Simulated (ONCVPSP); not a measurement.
**potassium: one change to an ONCV potential, before and after**

ONCVPSP 4.0.1 input, shortened (lines: element, Z, core and valence counts, functional; n l f; lmax; l rc ep ncon nbas qcut; lloc lpopt rc5 dvloc0; l nproj debl; icmod fcfact rcfact), PBE, fully relativistic:

```
  K 19.00    3    4        4      upf
    1    0    2.00
    2    0    2.00
    2    1    6.00
    3    0    2.00
    3    1    6.00
    4    0    0.75
    4    1    0.25
    2
    0    1.80    0.00    4    8    5.90
    1    2.30    0.00    3    6    6.10
    2    1.90    0.33    4    8    6.00
    4    1    1.65    4.00
    0    2    3.70
    1    2    1.60
    2    2    3.00
    0    0.00    0.00
```

Open shells are filled in proportion to 2j + 1.

Change: s: rc 2.14.

Cutoffs: the cutoffs (Ha) at which the residual kinetic energy of the hardest occupied pseudo-wave falls to 1 and 0.1 mHa per electron; they do not see the model core or the augmentation charge, which bear on the density cutoff. Errors are all-electron minus pseudo energies relative to the spin-unpolarised reference configuration.

Q: Predict the effect on cutoff, ghosts and configuration errors.

A: The potential gets softer (13 Ha and 16 Ha → 11 Ha and 13 Ha); the errors of the 4 common tests hardly move; neither file shows a bound ghost. A larger radius leaves more room for a smooth pseudo-wave, so fewer plane waves are needed.

| quantity | base | changed |
| --- | --- | --- |
| cutoff, loose | 13 Ha | 11 Ha |
| cutoff, tight | 16 Ha | 13 Ha |
| loose cutoff by channel | s 13 Ha, p 11 Ha | s 9.5 Ha, p 11 Ha |
| bound ghosts | none | none |
| GHOST(+) flags under 300 eV | none | none |
| error for 3s2 3p6 4s1 4p0, meV [ΔE -0.38 eV] | 0.0 | 0.0 |
| error for 3s2 3p6 4s0 4p0, meV [ΔE 3.93 eV] | 0.0 | 0.0 |
| error for 3s2 3p6 4s0.5 4p0, meV [ΔE 1.26 eV] | 0.0 | 0.0 |
| error for 3s2 3p6 4s0 4p1, meV [ΔE 1.17 eV] | 0.0 | 0.0 |
| p3/2: phases at 2.34 bohr within 0.05 rad from the reference energy up to (Ha; the scan ends near 5) | to the end of the scan | to the end of the scan |
| p1/2: phases at 2.34 bohr within 0.05 rad from the reference energy up to (Ha; the scan ends near 5) | to the end of the scan | to the end of the scan |
| d5/2: phases at 1.93 bohr within 0.05 rad from the reference energy up to (Ha; the scan ends near 5) | to the end of the scan | to the end of the scan |
| d3/2: phases at 1.93 bohr within 0.05 rad from the reference energy up to (Ha; the scan ends near 5) | to the end of the scan | to the end of the scan |

Base: The cutoffs count occupied waves only; projector 2 of the d channel, the hardest unoccupied one, needs 75 Ha at the loose tolerance. Changed file: The cutoffs count occupied waves only; projector 2 of the d channel, the hardest unoccupied one, needs 75 Ha at the loose tolerance.
